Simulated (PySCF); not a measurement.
Species: C7H9NOS.
Structure used (GFN2-xTB), in Å, numbered top down from 1:
```xyz
19
C7H9NOS angstrom
N      3.0184    0.4479    0.4267
C      2.3426   -0.5388   -0.2188
O      2.9264   -1.4182   -0.8196
C      0.8496   -0.4524   -0.1361
C      0.2184   -1.1160   -1.1274
S     -1.4245   -1.4004   -1.5473
C     -2.4296   -0.5381   -0.3003
C     -1.9307    0.8858   -0.0333
C     -0.9023    0.8882    1.0499
C      0.2863    0.2870    0.9773
H      2.5583    1.2716    0.7697
H      4.0208    0.4604    0.3343
H      0.8546   -1.6268   -1.8407
H     -2.4277   -1.1307    0.6130
H     -3.4343   -0.5398   -0.7237
H     -1.5136    1.2922   -0.9581
H     -2.7763    1.5107    0.2588
H     -1.1805    1.3784    1.9721
H      0.9342    0.3484    1.8433
```

NICS is the negative of the GIAO shielding at a point without a nucleus: at the ring centre (0) and 1 Å above and below it (1); zz is the component along the ring normal. Level: GIAO PBE0/pcSseg-1 (PySCF, non-relativistic, gas phase) on the GFN2-xTB geometry, one conformer.

Ring bond lengths (Å), with Mayer bond orders in brackets: C4–C5 1.350 (1.70), C5–S6 1.719 (1.18), S6–C7 1.819 (0.99), C7–C8 1.532 (0.98), C8–C9 1.494 (1.06), C9–C10 1.334 (1.87), C10–C4 1.450 (1.06).

**Question.** Give the NICS values of each ring in ppm.

**Answer.** 
```
                 ring                                                     type  NICS(0)  NICS(1), two faces  NICS(1)zz, two faces  rms pucker (Å)  centre to ring atoms, mean (Å)
C4–C5–S6–C7–C8–C9–C10  7-membered ring with S; formal bonds 2 double, 5 single      0.0         -1.1 / -1.5             4.4 / 3.3            0.27                            1.69
```

**Question.** What do they say, and how far can they be read as aromaticity?

**Answer.** 
- C4–C5–S6–C7–C8–C9–C10: mean NICS(1)zz 3.8 ppm, deshielded. C7, C8 have four or more neighbours, so the value isn't read as a sign of a π ring current.

**Question.** What are the shieldings of the ring atoms and their hydrogens in the same run (means over atoms taken as equivalent)?

**Answer.** 
```tsv
atoms	environment	σ isotropic (ppm)
C4	fully substituted alkene carbon	56.9
C5	alkene CH carbon	35.7
S6	sulfide sulfur	388.4
C7	sp3 carbon bound to sulfur	146.9
C8	allylic carbon	150.3
C9	alkene CH carbon	46.4
C10	alkene CH carbon	54.3
H13	vinylic hydrogen	23.89
H14 (×2)	methylene hydrogen	28.76
H16 (×2)	methylene hydrogen	28.91
H18	vinylic hydrogen	25.65
H19	vinylic hydrogen	25.39
```
